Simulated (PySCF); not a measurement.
# Be (beryllium, neutral) across methods

[He] 2s1 3s1, high-spin 3S determinant (an excited configuration). Computed with PySCF 2.14 in dyall-acv3z (15s9p4d2f, 76 functions), with no relativity, point nucleus.

```
   method  E (hartree)  mean ε 1s β (eV)  mean ε 2s α (eV)  mean ε 3s α (eV)  Σ⟨r²⟩ (bohr²)   ⟨S²⟩
      PBE     -14.4091           -112.75           -10.353            -1.800          67.01  2.000
   r2SCAN     -14.4304           -115.18           -10.547            -1.749          68.04  2.000
    B3LYP     -14.4457           -117.74           -11.145            -1.947          67.46  2.000
      UHF    -14.37739           -134.80           -14.190            -2.720          70.44  2.000
  wB97M-V     -14.4371           -121.08           -13.026            -2.636          63.01  2.000
     PW91     -14.4256           -112.98           -10.378            -1.804          66.78  2.000
      LDA     -14.2245           -111.44           -10.217            -1.771          66.98  2.000
     PBE0     -14.4157           -118.45           -11.405            -2.096          67.91  2.000
CAM-B3LYP     -14.4197           -119.67           -12.647            -2.412          68.24  2.000
```

The outer electron is Rydberg-like, and this basis confines it to a smaller radius and binds it less than a complete one would.
